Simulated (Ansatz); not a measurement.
Ansatz (a quantum-chemistry and plane-wave program) input (CCSD(T)/aug-cc-pV(D+d)Z):
A basis named .json is the Basis Set Exchange file of that set.

Ansatz 0.2 input:
```yaml
crystal:
  periodic: [false, false, false]
  atoms:
    - {symbol: Si, position_ang: [0.04663164, -0.02281572, -0.19362470]}
    - {symbol: C, position_ang: [1.63097857, -0.94417281, -0.13321859]}
    - {symbol: C, position_ang: [-1.47188882, -0.87602360, -0.75828865]}
    - {symbol: O, position_ang: [-0.31092106, 0.32935015, 1.62339536]}
    - {symbol: O, position_ang: [0.09180014, 1.53311775, -0.63018685]}
    - {symbol: H, position_ang: [1.51715520, -1.89120637, 0.39929621]}
    - {symbol: H, position_ang: [2.42227751, -0.36874645, 0.34967653]}
    - {symbol: H, position_ang: [1.95371611, -1.18327200, -1.15008775]}
    - {symbol: H, position_ang: [-1.36410311, -1.13255275, -1.81560871]}
    - {symbol: H, position_ang: [-2.35095587, -0.23705711, -0.66082189]}
    - {symbol: H, position_ang: [-1.64461099, -1.80815509, -0.21584108]}
    - {symbol: H, position_ang: [-0.72849961, -0.29279092, 2.23974158]}
    - {symbol: H, position_ang: [0.89117240, 2.00908981, -0.87496915]}
    - {symbol: H, position_ang: [-0.55056555, 1.24554647, 1.84273554]}
basis:
  gaussian:
    orbitals: aug-cc-pV_D+d_Z.json
total_charge: 1
magnetization: {spin_polarized: false}
correlation: {method: ccsd_t, electrons: outside_noble_gas}
output: {forces: true}
```

End of the output:

```
integrals: 1.08 GiB planned
2013 factors; integrals over basis functions are off by at most 1.0e-3 eV
mean field: 1.20 GiB planned
mean field evaluation 1: about -14128.5789 eV, gradient 6.7e1 eV
mean field evaluation 2: about -14128.7018 eV, gradient 6.7e1 eV
mean field evaluation 4: about -14137.4466 eV, gradient 5.0e0 eV
mean field evaluation 8: about -14137.5295 eV, gradient 2.7e-1 eV
mean field evaluation 16: about -14135.1230 eV, gradient 3.5e1 eV
mean field -14137.52989481 eV, -519.5446408725 hartree, gradient 7.5e-6 eV, S^2 0.000000; 0 other end points of the search recorded, 0 dependent functions left out
9 core orbitals not correlated
reference -14137.52989481 eV, -519.5446408725 hartree; 16, 16 occupied and 180, 180 virtual orbitals, 2013 factors
densities: 6.80 GiB planned
second order -21.90749921 eV of doubles, -0.00000000 eV of singles
coupled cluster: 3.44 GiB planned
cycle   1  -22.69193400 eV  change   -7.8e-1 eV  update   9.8e-2
cycle   2  -23.19063884 eV  change   -5.0e-1 eV  update   2.7e-2
cycle   3  -23.30667663 eV  change   -1.2e-1 eV  update   1.3e-2
cycle   4  -23.30425504 eV  change    2.4e-3 eV  update   2.8e-3
cycle   5  -23.30330831 eV  change    9.5e-4 eV  update   1.1e-3
cycle   6  -23.30359358 eV  change   -2.9e-4 eV  update   3.4e-4
cycle   7  -23.30351285 eV  change    8.1e-5 eV  update   1.4e-4
cycle   8  -23.30346201 eV  change    5.1e-5 eV  update   4.9e-5
cycle   9  -23.30346718 eV  change   -5.2e-6 eV  update   1.6e-5
cycle  10  -23.30346788 eV  change   -7.0e-7 eV  update   5.0e-6
perturbative correction -0.67538924 eV, -0.0248200967 hartree
the calculation of the forces begins
Total energy: -14161.50875193 eV, -520.4258476181 hartree
Atom 0 at     0.046632    -0.022816    -0.193625 Å, force     0.089584    -0.599134    -0.052298 eV/Å
Atom 1 at     1.630979    -0.944173    -0.133219 Å, force    -0.171753     0.087109     0.036916 eV/Å
Atom 2 at    -1.471889    -0.876024    -0.758289 Å, force     0.145444     0.103173     0.078279 eV/Å
Atom 3 at    -0.310921     0.329350     1.623395 Å, force     0.129769     0.021285     0.162248 eV/Å
Atom 4 at     0.091800     1.533118    -0.630187 Å, force    -0.219055     0.791708    -0.165825 eV/Å
Atom 5 at     1.517155    -1.891206     0.399296 Å, force    -0.051694    -0.415932     0.233314 eV/Å
Atom 6 at     2.422278    -0.368746     0.349677 Å, force     0.342493     0.260956     0.210655 eV/Å
Atom 7 at     1.953716    -1.183272    -1.150088 Å, force     0.132599    -0.100893    -0.444918 eV/Å
Atom 8 at    -1.364103    -1.132553    -1.815609 Å, force     0.050567    -0.108534    -0.459423 eV/Å
Atom 9 at    -2.350956    -0.237057    -0.660822 Å, force    -0.380009     0.286326     0.047839 eV/Å
Atom 10 at    -1.644611    -1.808155    -0.215841 Å, force    -0.066940    -0.404488     0.246878 eV/Å
Atom 11 at    -0.728500    -0.292791     2.239742 Å, force    -0.085886    -0.000474     0.070662 eV/Å
Atom 12 at     0.891172     2.009090    -0.874969 Å, force     0.163551     0.023892    -0.017395 eV/Å
Atom 13 at    -0.550566     1.245546     1.842736 Å, force    -0.078669     0.055008     0.053067 eV/Å
Dipole moment:    -0.045621     0.022560     0.690869 e Å
```

It need not be the lowest isomer of its formula.
